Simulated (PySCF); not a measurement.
Compound: WOCl3 (doublet state).
Bonds: W1–O2, W1–Cl3, W1–Cl4, W1–Cl5.

The calculation used PBE0-D3(BJ)/def2-SVP geometry optimisation, gas phase, def2 core potentials past Kr (PySCF).

(1) What internal coordinates does the optimisation give?

## Answers

(1) 
```
                  bond  length (Å)
                 W1–O2       1.678
W1–Cl3, W1–Cl4, W1–Cl5       2.276
```

Bonds in one row agree within 0.01 Å and their mean is given. A selection of angles:
```
     angle  degrees
 O2–W1–Cl3    118.3
 O2–W1–Cl4    107.7
Cl3–W1–Cl4    113.3
Cl3–W1–Cl5    112.0
Cl4–W1–Cl5     95.8
```

W1 (tungsten bonded to 3 Cl and O) has angles from 95.8° to 118.3°.

Point group: Cs (tolerance 0.08 Å). Stationary, but not proved a minimum. ⟨S²⟩ = 0.755 (exact for a doublet: 0.75).

Neither the SCF state along the optimisation nor the shape of the open-shell metal species was proved the lowest: other solutions of the same spin, or a structure of lower symmetry, can lie below.


Species: C₂HFS.
Numbering: `[F:1][CH:2]=[C:3]=[S:4]` (hydrogens: H5 on C2)

Method used: PBE0-D3(BJ)/def2-SVP geometry optimisation, gas phase (PySCF).

(1) What internal coordinates does the optimisation give?

## Answers

(1) 
| bond | length (Å) | order |
| --- | --- | --- |
| F1–C2 | 1.333 | single |
| C2=C3 | 1.321 | double |
| C3=S4 | 1.558 | double |
| C2–H5 | 1.094 | single |

Orders are formal, as drawn. A selection of angles:
| angle | degrees |
| --- | --- |
| F1–C2–C3 | 122.9 |
| F1–C2–H5 | 115.5 |
| C3–C2–H5 | 121.6 |
| C2–C3–S4 | 178.0 |

The 4 heavy atoms lie in one plane (0.000 Å rms).

Point group: Cs (tolerance 0.08 Å). Not checked by PBE0-D3(BJ)/def2-SVP frequencies.
